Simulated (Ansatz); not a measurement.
Program: Ansatz. Geometries: PBE0-D4/def2-TZVP. ΔE: electronic, gas phase. CCSD(T)/CBS adds triple-zeta CCSD(T) − MP2 to the extrapolated MP2 energy (def2 sets, frozen cores). This one scheme is used for every species, atoms too. DFT in def2-TZVPP. Open shells (•) are unrestricted, without spin–orbit coupling. Spin–orbit coupling would lower the free atoms: a little for C, Si.

Reaction (atomization): `[SiH3]C1C=N1` → 2 C• + 5 H• + N• + Si•

| level | ΔE (kcal/mol) |
| --- | --- |
| revPBE | 766.4 |
| PBE0 | 776.0 |
| CCSD/def2-TZVPP | 738.1 |
| MP2/def2-QZVPP | 778.5 |

**Question.** What does CCSD(T)/CBS give? (An estimate is asked.)

**Answer.** The calculation gave: +775.1 kcal/mol. The listed levels differ from it by -8.7, 0.9, -37.0, 3.4 kcal/mol.

Largest T1 diagnostic among the species: 0.012.

From r2SCAN to r2SCAN0 (25 % exact exchange), in def2-TZVPP and without D4, ΔE moves by −14.7 kcal/mol: exact exchange takes away binding that semilocal exchange gives to molecules. In def2-TZVPP, CCSD(T) changes the Hartree–Fock value by +214.4 kcal/mol (the triples alone add +14.6 kcal/mol) and MP2 by +226.9 kcal/mol; breaking electron pairs costs correlation energy, which Hartree–Fock lacks. The D4 term adds +6.3 kcal/mol with B3LYP and +3.2 kcal/mol with PBE0; it sums over pairs of atoms, weighted by their polarisabilities, and B3LYP, whose exchange is more repulsive, gets the larger term.

B3LYP here is the variant with VWN-RPA as its local correlation; programs differ in this.

For atomizations the MP2-based limit and the directly extrapolated one differ by several kJ/mol either way, and by 10 to 25 for some Ge, Se and Sn compounds, so smaller differences from it don't rank the levels.
